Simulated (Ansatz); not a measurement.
Geometry optimisation of Si₅O₆.

```yaml
crystal:
  periodic: [false, false, false]
  atoms:
    - {symbol: Si, position_ang: [-0.709730, 1.895970, -0.440300]}
    - {symbol: Si, position_ang: [2.554180, -1.956510, -0.056000]}
    - {symbol: Si, position_ang: [2.352430, 1.288940, 0.687850]}
    - {symbol: Si, position_ang: [-2.033190, 0.226760, 0.431760]}
    - {symbol: Si, position_ang: [-0.670270, -2.619380, -0.603090]}
    - {symbol: O, position_ang: [0.806660, 1.708350, 0.127070]}
    - {symbol: O, position_ang: [2.567290, -0.324290, 0.341680]}
    - {symbol: O, position_ang: [0.957890, -2.390870, -0.350770]}
    - {symbol: O, position_ang: [-1.460990, -1.210500, -0.081230]}
    - {symbol: O, position_ang: [-3.220800, 0.407400, 1.359610]}
    - {symbol: O, position_ang: [-1.143470, 2.974130, -1.416590]}
basis:
  gaussian: {orbitals: def2-SVP}
hamiltonian: {xc: pbe, dispersion: d4}
scf: {lower_state_search: "off"}
output: {orbitals: {seedname: orbitals}}
relax: {f_tol: 0.03, max_steps: 70}
```

```sh
$ ansatz run in.yaml --threads 4 --pin off --events-out ev --progress --plain --max-ram 6963MiB
```

Shortened log:

```
Functional definition: PBE
mean field -51622.50314398 eV, -1897.0919995520 hartree, gradient 2.5e-6 eV, S^2 0.000000; 0 other end points of the search recorded, 0 dependent functions left out
relax step   1: F+E_penalty+E_count = -51623.14349162 eV  Δ(F+E_penalty+E_count) = +0.000e0 eV  max|allowed force component| = 1.308e0 eV/Å  Δτ_max = 0.0000 Å  (25 SCF iters, accepted)
mean field -51622.64435690 eV, -1897.0971890310 hartree, gradient 2.3e-6 eV, S^2 0.000000; 0 other end points of the search recorded, 0 dependent functions left out
relax step   2: F+E_penalty+E_count = -51623.28329587 eV  Δ(F+E_penalty+E_count) = -1.398e-1 eV  max|allowed force component| = 5.498e-1 eV/Å  Δτ_max = 0.1045 Å  (22 SCF iters, accepted)
mean field -51622.69552347 eV, -1897.0990693678 hartree, gradient 2.6e-6 eV, S^2 0.000000; 0 other end points of the search recorded, 0 dependent functions left out
relax step   3: F+E_penalty+E_count = -51623.33325632 eV  Δ(F+E_penalty+E_count) = -4.996e-2 eV  max|allowed force component| = 5.097e-1 eV/Å  Δτ_max = 0.1986 Å  (28 SCF iters, accepted)
mean field -51622.69849595 eV, -1897.0991786044 hartree, gradient 2.4e-6 eV, S^2 0.000000; 0 other end points of the search recorded, 0 dependent functions left out
relax step   4: F+E_penalty+E_count = -51623.34991608 eV  Δ(F+E_penalty+E_count) = -1.666e-2 eV  max|allowed force component| = 4.878e-1 eV/Å  Δτ_max = 0.2000 Å  (28 SCF iters, accepted)
mean field -51622.70492729 eV, -1897.0994149516 hartree, gradient 2.4e-6 eV, S^2 0.000000; 0 other end points of the search recorded, 0 dependent functions left out
relax step   5: F+E_penalty+E_count = -51623.35342529 eV  Δ(F+E_penalty+E_count) = -3.509e-3 eV  max|allowed force component| = 4.156e-1 eV/Å  Δτ_max = 0.1066 Å  (22 SCF iters, accepted)
mean field -51622.73709353 eV, -1897.1005970392 hartree, gradient 2.4e-6 eV, S^2 0.000000; 0 other end points of the search recorded, 0 dependent functions left out
relax step   6: F+E_penalty+E_count = -51623.38829201 eV  Δ(F+E_penalty+E_count) = -3.487e-2 eV  max|allowed force component| = 1.193e-1 eV/Å  Δτ_max = 0.2000 Å  (28 SCF iters, accepted)
mean field -51622.75271192 eV, -1897.1011710047 hartree, gradient 2.2e-6 eV, S^2 0.000000; 0 other end points of the search recorded, 0 dependent functions left out
relax step   7: F+E_penalty+E_count = -51623.40844039 eV  Δ(F+E_penalty+E_count) = -2.015e-2 eV  max|allowed force component| = 1.007e-1 eV/Å  Δτ_max = 0.2000 Å  (28 SCF iters, accepted)
mean field -51622.74370997 eV, -1897.1008401888 hartree, gradient 2.2e-6 eV, S^2 0.000000; 0 other end points of the search recorded, 0 dependent functions left out
relax step   8: F+E_penalty+E_count = -51623.40384912 eV  Δ(F+E_penalty+E_count) = +4.591e-3 eV  max|allowed force component| = 5.265e-1 eV/Å  Δτ_max = 0.1955 Å  (28 SCF iters, rejected (line search))
mean field -51622.75844039 eV, -1897.1013815219 hartree, gradient 2.3e-6 eV, S^2 0.000000; 0 other end points of the search recorded, 0 dependent functions left out
relax step   9: F+E_penalty+E_count = -51623.41737912 eV  Δ(F+E_penalty+E_count) = -8.939e-3 eV  max|allowed force component| = 4.330e-2 eV/Å  Δτ_max = 0.0978 Å  (21 SCF iters, accepted)
mean field -51622.76175745 eV, -1897.1015034215 hartree, gradient 2.3e-6 eV, S^2 0.000000; 0 other end points of the search recorded, 0 dependent functions left out
relax step  10: F+E_penalty+E_count = -51623.42292650 eV  Δ(F+E_penalty+E_count) = -5.547e-3 eV  max|allowed force component| = 1.345e-1 eV/Å  Δτ_max = 0.0975 Å  (22 SCF iters, accepted)
mean field -51622.76014139 eV, -1897.1014440325 hartree, gradient 2.2e-6 eV, S^2 0.000000; 0 other end points of the search recorded, 0 dependent functions left out
relax step  11: F+E_penalty+E_count = -51623.42573199 eV  Δ(F+E_penalty+E_count) = -2.805e-3 eV  max|allowed force component| = 2.105e-1 eV/Å  Δτ_max = 0.1445 Å  (22 SCF iters, accepted)
mean field -51622.75361599 eV, -1897.1012042286 hartree, gradient 2.4e-6 eV, S^2 0.000000; 0 other end points of the search recorded, 0 dependent functions left out
relax step  12: F+E_penalty+E_count = -51623.42001879 eV  Δ(F+E_penalty+E_count) = +5.713e-3 eV  max|allowed force component| = 6.575e-1 eV/Å  Δτ_max = 0.1670 Å  (29 SCF iters, rejected (line search))
mean field -51622.76711426 eV, -1897.1017002807 hartree, gradient 2.3e-6 eV, S^2 0.000000; 0 other end points of the search recorded, 0 dependent functions left out
relax step  13: F+E_penalty+E_count = -51623.43245355 eV  Δ(F+E_penalty+E_count) = -6.722e-3 eV  max|allowed force component| = 1.166e-1 eV/Å  Δτ_max = 0.0835 Å  (21 SCF iters, accepted)
mean field -51622.77166780 eV, -1897.1018676203 hartree, gradient 2.2e-6 eV, S^2 0.000000; 0 other end points of the search recorded, 0 dependent functions left out
relax step  14: F+E_penalty+E_count = -51623.43840514 eV  Δ(F+E_penalty+E_count) = -5.952e-3 eV  max|allowed force component| = 1.069e-1 eV/Å  Δτ_max = 0.0998 Å  (22 SCF iters, accepted)
mean field -51622.77210803 eV, -1897.1018837985 hartree, gradient 2.3e-6 eV, S^2 0.000000; 0 other end points of the search recorded, 0 dependent functions left out
relax step  15: F+E_penalty+E_count = -51623.43973839 eV  Δ(F+E_penalty+E_count) = -1.333e-3 eV  max|allowed force component| = 4.481e-1 eV/Å  Δτ_max = 0.1464 Å  (23 SCF iters, accepted)
mean field -51622.77248898 eV, -1897.1018977979 hartree, gradient 2.5e-6 eV, S^2 0.000000; 0 other end points of the search recorded, 0 dependent functions left out
relax step  16: F+E_penalty+E_count = -51623.44204863 eV  Δ(F+E_penalty+E_count) = -2.310e-3 eV  max|allowed force component| = 4.259e-1 eV/Å  Δτ_max = 0.0248 Å  (23 SCF iters, accepted)
mean field -51622.78194337 eV, -1897.1022452404 hartree, gradient 2.3e-6 eV, S^2 0.000000; 0 other end points of the search recorded, 0 dependent functions left out
relax step  17: F+E_penalty+E_count = -51623.44463319 eV  Δ(F+E_penalty+E_count) = -2.585e-3 eV  max|allowed force component| = 2.387e-1 eV/Å  Δτ_max = 0.1999 Å  (29 SCF iters, accepted)
mean field -51622.78698294 eV, -1897.1024304413 hartree, gradient 2.5e-6 eV, S^2 0.000000; 0 other end points of the search recorded, 0 dependent functions left out
relax step  18: F+E_penalty+E_count = -51623.45637624 eV  Δ(F+E_penalty+E_count) = -1.174e-2 eV  max|allowed force component| = 1.170e-1 eV/Å  Δτ_max = 0.1234 Å  (21 SCF iters, accepted)
mean field -51622.78203750 eV, -1897.1022486995 hartree, gradient 1.5e-6 eV, S^2 0.000000; 0 other end points of the search recorded, 0 dependent functions left out
relax step  19: F+E_penalty+E_count = -51623.45670290 eV  Δ(F+E_penalty+E_count) = -3.267e-4 eV  max|allowed force component| = 1.282e-1 eV/Å  Δτ_max = 0.0692 Å  (22 SCF iters, accepted)
mean field -51622.77369117 eV, -1897.1019419778 hartree, gradient 2.1e-6 eV, S^2 0.000000; 0 other end points of the search recorded, 0 dependent functions left out
relax step  20: F+E_penalty+E_count = -51623.45364555 eV  Δ(F+E_penalty+E_count) = +3.057e-3 eV  max|allowed force component| = 2.052e-1 eV/Å  Δτ_max = 0.1505 Å  (22 SCF iters, rejected (line search))
mean field -51622.78393998 eV, -1897.1023186144 hartree, gradient 2.9e-6 eV, S^2 0.000000; 0 other end points of the search recorded, 0 dependent functions left out
relax step  21: F+E_penalty+E_count = -51623.45928474 eV  Δ(F+E_penalty+E_count) = -2.582e-3 eV  max|allowed force component| = 1.121e-1 eV/Å  Δτ_max = 0.0732 Å  (22 SCF iters, accepted)
mean field -51622.78231353 eV, -1897.1022588437 hartree, gradient 1.5e-6 eV, S^2 0.000000; 0 other end points of the search recorded, 0 dependent functions left out
relax step  22: F+E_penalty+E_count = -51623.45605715 eV  Δ(F+E_penalty+E_count) = +3.228e-3 eV  max|allowed force component| = 3.170e-1 eV/Å  Δτ_max = 0.0595 Å  (23 SCF iters, rejected (line search))
mean field -51622.78554589 eV, -1897.1023776307 hartree, gradient 2.4e-6 eV, S^2 0.000000; 0 other end points of the search recorded, 0 dependent functions left out
relax step  23: F+E_penalty+E_count = -51623.46107723 eV  Δ(F+E_penalty+E_count) = -1.792e-3 eV  max|allowed force component| = 1.846e-2 eV/Å  Δτ_max = 0.0297 Å  (22 SCF iters, accepted)
Total energy: -51623.46112097 eV, -1897.1272045567 hartree
Atom 0 at    -0.580220     1.996108    -0.298521 Å, force    -0.001447    -0.002348    -0.010110 eV/Å
Atom 1 at     2.187885    -1.676561    -1.117588 Å, force    -0.009788    -0.002985     0.005411 eV/Å
Atom 2 at     2.246493     0.957918     0.998179 Å, force    -0.004656     0.001888    -0.004918 eV/Å
Atom 3 at    -2.020854     0.230054     0.264013 Å, force    -0.005900    -0.001114     0.006119 eV/Å
Atom 4 at    -0.432167    -2.671103     0.564768 Å, force     0.012689    -0.001341    -0.007909 eV/Å
Atom 5 at     0.807848     1.773869     0.581853 Å, force     0.006956     0.002143     0.007331 eV/Å
Atom 6 at     2.219895    -0.311011    -0.111150 Å, force     0.000428     0.001452     0.001145 eV/Å
Atom 7 at     0.996536    -2.608418    -0.330172 Å, force    -0.008968     0.003860     0.002662 eV/Å
Atom 8 at    -1.014827    -1.084788     0.247448 Å, force    -0.007025     0.005442     0.001680 eV/Å
Atom 9 at    -3.543677     0.284051     0.535128 Å, force     0.018461    -0.003250    -0.007506 eV/Å
Atom 10 at    -0.866913     3.109882    -1.333969 Å, force    -0.000749    -0.003746     0.006097 eV/Å
Dipole moment:     0.850280    -0.657104     0.289436 e Å
Checks for a lower state left out: stability, starts, cluster_reference, orbital_swaps, neighbouring_geometries, increment
```

Hardware: 4 threads of Arm Neoverse V2 on a shared host. Wall time 48 s.

Another isomer (singlet) lies 0.46 eV lower at PBE0-D4/def2-TZVP; other spin states weren't run for this one.
